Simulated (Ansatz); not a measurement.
One geometry of SbCl₃, several levels of theory.

```yaml
crystal:
  periodic: [false, false, false]
  atoms:
    - {symbol: Sb, position_ang: [-0.004503, 0.005073, 0.872336]}
    - {symbol: Cl, position_ang: [2.057465, -0.030230, -0.279999]}
    - {symbol: Cl, position_ang: [-1.001721, 1.793086, -0.306383]}
    - {symbol: Cl, position_ang: [-1.051231, -1.767928, -0.285954]}
basis:
  gaussian: {orbitals: def2-TZVPD, initial_orbitals: start.molden}
hamiltonian: {xc: r2scan, dispersion: d4}
scf: {omitted_lower_state_checks: [starts]}
output: {orbitals: {seedname: orbitals}}
```

The file start.molden holds the orbitals of an earlier run on this structure, at another level or in another basis.

```sh
$ ansatz run in.yaml --threads 4 --pin off --events-out ev --progress --plain --max-ram 3916MiB
```

Shortened log:

```
Functional definition: r2SCAN
1253 factors; their error is unknown
mean field evaluation 1: about -44110.5029 eV, gradient 1.2e1 eV
mean field evaluation 2: about -44110.5953 eV, gradient 1.7e-1 eV
mean field evaluation 4: about -44110.5774 eV, gradient 5.0e-4 eV
mean field -44110.57737338 eV, -1621.0338192484 hartree, gradient 1.3e-5 eV, S^2 0.000000; 0 other end points of the search recorded, 0 dependent functions left out
reference -44110.57740166 eV, -1621.0338202877 hartree; 37, 37 occupied and 157, 157 virtual orbitals, 1253 factors
Total energy: -44110.61651992 eV, -1621.0352578572 hartree
Checks for a lower state left out: starts
```

It took 3.2 s on 4 threads of Intel Xeon Platinum 8259CL on a shared host.

As the first input, with `gaussian: {orbitals: def2-TZVP, initial_orbitals: start.molden}`, `hamiltonian: {xc: pbe, dispersion: d4}`, `output: {forces: true, orbitals: {seedname: orbitals}}` (abridged; 1.5 s):

```
Functional definition: PBE
mean field -44095.11407974 eV, -1620.4655536885 hartree, gradient 1.1e-5 eV, S^2 0.000000
Total energy: -44095.29966225 eV, -1620.4723737201 hartree
Atom 0 force     0.000232    -0.000220    -0.035788 eV/Å
Atom 1 force     0.015929    -0.000134     0.012031 eV/Å
Atom 2 force    -0.007873     0.014212     0.011794 eV/Å
Atom 3 force    -0.008288    -0.013858     0.011963 eV/Å
Dipole moment:    -0.002848     0.003200     0.550358 e Å
Checks for a lower state left out: starts
```

As the first input, with `gaussian: {orbitals: def2-SVP, initial_orbitals: start.molden}`, `hamiltonian: {xc: pbe, dispersion: d4}` (abridged; 0.65 s):

```
Functional definition: PBE
mean field -44081.51773645 eV, -1619.9658972886 hartree, gradient 2.6e-5 eV, S^2 0.000000
Total energy: -44081.70330825 eV, -1619.9727169264 hartree
Checks for a lower state left out: starts
```

The first input with `gaussian: {orbitals: def2-TZVP, initial_orbitals: start.molden}`, `hamiltonian: {xc: {name: wB97M-V}}` (abridged; 5 s):

```
Functional definition: wB97M-V
mean field -44107.52191380 eV, -1620.9215331799 hartree, gradient 1.0e-5 eV, S^2 0.000000
Total energy: -44107.52195492 eV, -1620.9215346913 hartree
Checks for a lower state left out: starts
```

The first input with `gaussian: {orbitals: def2-TZVP, initial_orbitals: start.molden}`, `hamiltonian: {xc: pbe}`, `correlation: {method: rpa}` and without the key `output` (abridged; 2.5 s):

```
Functional definition: PBE
mean field -44095.11407262 eV, -1620.4655534268 hartree, gradient 2.7e-6 eV, S^2 0.000000
19 core orbitals not correlated: weight in the atoms' cores, before any rotation towards them, 1.000 or more for the frozen orbitals, at most 0.000 for the correlated occupied ones
Total energy: -44061.43750153 eV, -1619.2279622664 hartree
Checks for a lower state left out: starts
```

As the first input, with `gaussian: {orbitals: def2-TZVP, initial_orbitals: start.molden}`, `hamiltonian: {xc: hse06, dispersion: d4}` (abridged; 2.2 s):

```
Functional definition: HSE06
mean field -44097.52819520 eV, -1620.5542707955 hartree, gradient 2.6e-5 eV, S^2 0.000000
Total energy: -44097.68120602 eV, -1620.5598938392 hartree
Checks for a lower state left out: starts
```

First input, but with `gaussian: {orbitals: def2-TZVPP, initial_orbitals: start.molden}`, `correlation: {method: ccsd_t}` and without the key `hamiltonian` (abridged; 30 s):

```
Functional definition: HF
mean field -44025.90701104 eV, -1617.9222408241 hartree, gradient 1.1e-6 eV, S^2 0.000000
19 core orbitals not correlated: weight in the atoms' cores, before any rotation towards them, 1.000 or more for the frozen orbitals, at most 0.000 for the correlated occupied ones
second order -24.53909763 eV of doubles, -0.00000000 eV of singles
cycle   1  -24.76974388 eV  change   -2.3e-1 eV  update   1.1e-1
cycle   2  -25.30720545 eV  change   -5.4e-1 eV  update   3.1e-2
cycle   3  -25.42452051 eV  change   -1.2e-1 eV  update   1.8e-2
cycle   4  -25.40773385 eV  change    1.7e-2 eV  update   5.2e-3
cycle   5  -25.40379480 eV  change    3.9e-3 eV  update   2.4e-3
cycle   6  -25.40454161 eV  change   -7.5e-4 eV  update   7.5e-4
cycle   7  -25.40430319 eV  change    2.4e-4 eV  update   3.1e-4
cycle   8  -25.40423142 eV  change    7.2e-5 eV  update   9.2e-5
cycle   9  -25.40427537 eV  change   -4.4e-5 eV  update   4.0e-5
perturbative correction -1.05469788 eV, -0.0387594322 hartree
Total energy: -44052.36598429 eV, -1618.8945901564 hartree
Checks for a lower state left out: starts
```

Geometry: PBE0-D4/def2-SVP.

In the def2 sets Sb takes a core potential; there is no spin–orbit coupling. HSE06 is defined as in plane-wave codes, on full-range PBE exchange. Correlated methods freeze 19 core orbitals; core or outer-core shells of Sb are correlated, in sets that lack core-valence functions.
